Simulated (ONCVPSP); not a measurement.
## boron (B): variants of one ONCV potential

Base potential:

ONCVPSP 4.0.1 input, shortened (lines: element, Z, core and valence counts, functional; n l f; lmax; l rc ep ncon nbas qcut; lloc lpopt rc5 dvloc0; l nproj debl; icmod fcfact rcfact), LDA (Perdew-Wang 92), non-relativistic:

```
  B 5.00    0    2  -001012      upf
    1    0    2.00
    2    0    1.00
    2
    0    0.55    0.00    4    8   24.60
    1    0.60    0.19    3    7   14.00
    2    0.45    0.05    3    6   25.00
    4    5    0.45    3.00
    0    2    3.40
    1    1    3.00
    2    2    2.80
    0    0.00    0.00
```

All-electron outer shells of the reference configuration (LDA (PZ), non-relativistic, ld1.x):

```tsv
shell	level (eV)	outermost node (bohr)	outermost maximum (bohr)
1s	-209.06	–	0.21
2s	-31.33	0.46	1.37
```

Cutoffs, loose and tight: the cutoffs (Ha) at which the residual kinetic energy of the hardest occupied pseudo-wave falls to 1 and 0.1 mHa per electron. They do not see the model core or the augmentation charge, which bear on the density cutoff. Test errors are all-electron minus pseudo excitation energies from the reference, over the configurations 1s2 2s2 2p1; 1s2 2s2; 1s2 2s0; 1s2 2s0 2p3. A dash means not determined; rows that change the core or the reference have their own tests.

```tsv
change	outcome	cutoff, loose	cutoff, tight	bound ghosts	GHOST(+) flags above zero	largest test error (meV)
base	generated	204 Ha	239 Ha	none	none	+2.2
p: rc 0.44; local potential polynomial inside 0.44 bohr (lpopt 5, dvloc0 3 Ha)	generated	204 Ha	239 Ha	none	none	+3.2
p: rc 0.48	generated	204 Ha	239 Ha	none	none	+3.0
p: rc 0.56	generated	204 Ha	239 Ha	none	none	+2.5
p: rc 0.66	generated	204 Ha	239 Ha	none	none	+1.9
p: rc 0.72	generated	204 Ha	239 Ha	none	none	+1.9
p: rc 0.8	generated	204 Ha	239 Ha	none	none	+1.9
```

Task: What comes out with this change to the base: p: rc 0.86?

Result: outcome: generated, projector energies reset by the program; cutoff, loose: 204 Ha; cutoff, tight: 239 Ha; bound ghosts: none; GHOST(+) flags above zero: none; largest test error (meV): +1.9.

Reading the sweep of the p radius (base included, trends over the rows without a ghost): The loose cutoff stays near 204 Ha. The median size of the test errors (rows with all tests solved) stays near 1.3 meV.
